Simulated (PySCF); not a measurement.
ZrCl2, SMILES [Zr]([Cl])[Cl] (connectivity only; charge and spin as stated), neutral, multiplicity 3. Atoms are numbered in the order given.

```xyz
3

Zr     0.0000     0.0000     0.3139
Cl     0.0000    -2.2661    -0.3693
Cl     0.0000     2.2661    -0.3693
```
Charge 0, spin multiplicity 3.

The structure is a stationary point at B3LYP-D3(BJ)/def2-TZVP. The multiplicity is an assumed one; other spin states were not compared. The def2 effective core potentials stand for the cores of Zr; spin–orbit coupling is left out.

The numbers are results of PBE/def2-TZVPD (PySCF), not measurements.

Mulliken values depend strongly on the basis, most of all with diffuse functions as here. ESP charges are fitted to the potential on shells at 1.4 to 2.0 van der Waals radii. Atomic charges (e):

```tsv
atom	ESP fit	Mulliken	Mulliken spin
Zr1	…	0.83	2.10
Cl2	…	-0.41	-0.05
Cl3	…	-0.41	-0.05
```

Question: Some entries are withheld; supply them. (The exact figures need the calculation; the answer reports its results.)

Answer: 
- Zr1, ESP fit: 0.44
- Cl2, ESP fit: -0.22
- Cl3, ESP fit: -0.22
